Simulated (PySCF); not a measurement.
A GIAO shielding run with PySCF 2.14.0 with density-fitted response routines (density fitting, non-relativistic, gas phase) on Me3Si(SeBu) (SMILES C(CC)C[Se][Si](C)(C)C):

```
{"job": {"kind": "nmr", "xc": "PBE0", "basis": "pcSseg-1"}, "charge": 0, "multiplicity": 1}
C      3.070494    -1.243633     0.649416
C      3.132442     0.058860    -0.135457
C      1.767862     0.658059    -0.472201
C      0.953288    -0.187739    -1.434480
Se    -0.762205     0.606688    -1.971980
Si    -1.943852     0.323487    -0.021372
C     -3.745667     0.253456    -0.548737
C     -1.690131     1.774237     1.149406
C     -1.426363    -1.279875     0.814676
H      2.573106    -2.045955     0.082488
H      4.077461    -1.604905     0.907603
H      2.514242    -1.112442     1.592357
H      3.705765     0.803385     0.442246
H      3.701238    -0.096570    -1.069686
H      1.197034     0.807257     0.461374
H      1.897493     1.662271    -0.907258
H      1.494922    -0.327286    -2.383262
H      0.744395    -1.189258    -1.033640
H     -3.937034    -0.625573    -1.182404
H     -4.404321     0.198962     0.333390
H     -4.024251     1.152311    -1.121040
H     -2.334214     1.675806     2.039169
H     -0.645406     1.841971     1.488706
H     -1.940603     2.720058     0.645046
H     -1.507204    -2.133981     0.125176
H     -0.393592    -1.234022     1.192813
H     -2.088227    -1.471357     1.675544
```

Hardware: 1 thread of an Arm Neoverse V1, shared host. The job also computes population analyses, field gradients.

**Question.** How large is the calculation?

**Answer.** 108 electrons, 274 basis functions and 1509 auxiliary functions.

**Question.** How long does it take?

**Answer.** 83 s of wall time, with 12 SCF cycles and 5 response iterations. Times on a shared host scatter by some tens of per cent.

**Question.** And these other runs on the same molecule and hardware: GIAO shielding at KT3/pcSseg-1?

**Answer.** KT3/pcSseg-1: 274 functions, 100 s.
